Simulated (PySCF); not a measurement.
Gas-phase reaction: TiCl2(OH)2 + 2 HCl → TiCl4 + 2 H + 2 OH

Energies from PySCF, thermal terms from the rigid-rotor harmonic-oscillator model, ideal gas at 1 bar. † marks an energy on the PBE0/def2-TZVP geometry and frequencies; other levels use their own. Open shells (unrestricted): H (multiplicity 2), OH (multiplicity 2, electronic degeneracy 4); the rest are closed-shell singlets. Spin-orbit splitting is ignored; it lowers the true energy and changes the entropy of OH. B3LYP is the form with VWN-RPA correlation. TiCl2(OH)2: computed as isolated molecules; such fragments, hydroxides, amides, oligomers or adducts are transient or little studied in the gas. The harmonic model lacks anharmonicity and excited electronic states, which grow with temperature; levels with a mode under 35 cm⁻¹ are left out. Soft modes under 120 cm⁻¹ make the harmonic entropy rough for TiCl2(OH)2, TiCl4.

```csv
level,"ΔE electronic, kJ","ΔH°(298 K), kJ","ΔS°(298 K), J/K","ΔG°(2000 K), kJ"
B3LYP/def2-TZVP†,986,946,195,531
HF/def2-TZVP†,711,671,195,256
PBE/def2-SVP,1005,965,197,548
PBE0/def2-QZVP†,972,932,195,517
PBE0/def2-TZVP,968,927,195,513
ωB97M-V/def2-TZVP†,1003,963,195,548
ωB97X-V/def2-TZVP†,1000,960,195,545
```
ΔH° is lowest at HF/def2-TZVP† and highest at PBE/def2-SVP. No reference value is set beside these.
